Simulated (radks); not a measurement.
Values are calculated unless marked as measured or tabulated.
Question: All-electron atom: Os II in [Xe] 4f14 5d6 6p1 (not the ground configuration). Level of theory: Dirac Kohn-Sham, BLYP, spin-unpolarised, spherical densities, finite nucleus; open shells are shared between the two j in proportion to 2j + 1; Fermi nuclear charge, rms radius 5.4126 fm (a radial shooting solver on a logarithmic mesh with Libxc functionals).

Spin-orbit splittings of the eigenvalues, e(l+1/2) - e(l-1/2), with zeta = 2 splitting/(2l+1) and mean radii in bohr:

| shell | occ. | splitting (eV) | zeta (eV) | <r> j=l-1/2 | <r> j=l+1/2 |
|---|---|---|---|---|---|
| 2p | 6 | 1532 | 1021 | 0.06130 | 0.06949 |
| 3p | 6 | 334.0 | 222.6 | 0.1835 | 0.1986 |
| 3d | 10 | 72.35 | 28.94 | 0.1734 | 0.1781 |
| 4p | 6 | 78.49 | 52.33 | 0.4357 | 0.4693 |
| 4d | 10 | 14.54 | 5.815 | 0.4825 | 0.4938 |
| 4f | 14 | 2.806 | 0.8017 | 0.5526 | 0.5608 |
| 5p | 6 | 12.27 | 8.179 | 1.099 | 1.200 |
| 5d | 6 | 1.110 | 0.4441 | 1.702 | 1.767 |
| 6p | 1 | ? | ? | 3.425 | 3.744 |

Estimate the 6p splitting.

Answer: 0.9956 eV (zeta = 0.6638 eV).
